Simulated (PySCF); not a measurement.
# Nuclear quadrupole coupling in `C=C[P@@](=O)(COC)CSC`

Species: C6H13O2PS.
Numbering: `[CH2:1]=[CH:2][P@@:3](=[O:4])([CH2:5][O:6][CH3:7])[CH2:8][S:9][CH3:10]` (hydrogens: H11, H12 on C1; H13 on C2; H14, H15 on C5; H16, H17, H18 on C7; H19, H20 on C8; H21, H22, H23 on C10)

Cartesian coordinates in Å at the GFN2-xTB level; atoms count from 1:
```
atom  x, y, z in Å
C1    -0.368    2.833    0.267
C2    -0.446    1.661   -0.338
P3     0.077    0.182    0.561
O4     0.588    0.410    1.919
C5    -1.397   -0.935    0.564
O6    -1.826   -1.137   -0.753
C7    -2.947   -1.984   -0.839
C8     1.244   -0.660   -0.589
S9     2.540    0.510   -1.093
C10    3.500    0.588    0.442
H11    0.005    2.890    1.278
H12   -0.660    3.758   -0.205
H13   -0.804    1.528   -1.347
H14   -2.177   -0.465    1.186
H15   -1.110   -1.880    1.054
H16   -2.719   -2.981   -0.442
H17   -3.799   -1.571   -0.287
H18   -3.199   -2.061   -1.895
H19    1.702   -1.526   -0.108
H20    0.720   -0.963   -1.494
H21    2.843    0.851    1.263
H22    4.255    1.354    0.298
H23    3.973   -0.375    0.616
```

Field gradients from the PBE0/pcSseg-1 density (PySCF, non-relativistic), principal values in atomic units, ordered |Vxx| ≤ |Vyy| ≤ |Vzz|:

```json
{"atom": "O4", "Vxx": "-0.4128", "Vyy": "-0.4461", "Vzz": "0.8589"}
{"atom": "O6", "Vxx": "0.0352", "Vyy": "2.0305", "Vzz": "-2.0656"}
{"atom": "S9", "Vxx": "0.6191", "Vyy": "2.5584", "Vzz": "-3.1776"}
```

Q: Find the asymmetry η = (Vxx − Vyy)/Vzz and the couplings χ = eQV/h (234.96 MHz × Q in barn × V in au), with Q(17O) = −0.0256 b, Q(33S) = −0.0678 b.

A: 
```json
{"atom": "O4", "environment": "phosphoryl oxygen", "nucleus": "17O", "η": "0.04", "χzz (MHz)": "-5.17", "χxx (MHz)": "2.48", "χyy (MHz)": "2.68"}
{"atom": "O6", "environment": "ether oxygen", "nucleus": "17O", "η": "0.97", "χzz (MHz)": "12.42", "χxx (MHz)": "-0.21", "χyy (MHz)": "-12.21"}
{"atom": "S9", "environment": "sulfide sulfur", "nucleus": "33S", "η": "0.61", "χzz (MHz)": "50.62", "χxx (MHz)": "-9.86", "χyy (MHz)": "-40.76"}
```

The gradient is axial or nearly so (η below 0.05) at O4. At O6 η is above 0.9: Vyy and Vzz are nearly equal in size and opposite in sign, so a small change could swap them and flip the sign of χzz. The tensor is traceless: Vxx + Vyy + Vzz = 0.

Q: What is Vzz at O4 in SI units (1 au = 9.71736 × 10²¹ V/m²)?

A: 0.8589 au = 8.346 × 10²¹ V/m².

Were the hydrogens deuterons (Q(2H) = 0.00286 b), χzz would run from 188 kHz (H15 and H14) to 224 kHz (H12 and H13).

One conformer (not necessarily the lowest) at the GFN2-xTB geometry, without solvent, vibrations or thermal averaging. GFN2-xTB bond lengths can be off by several hundredths of an ångström, more for odd bonds, and the gradients follow them. With a basis this small, the couplings can be 20 % off.
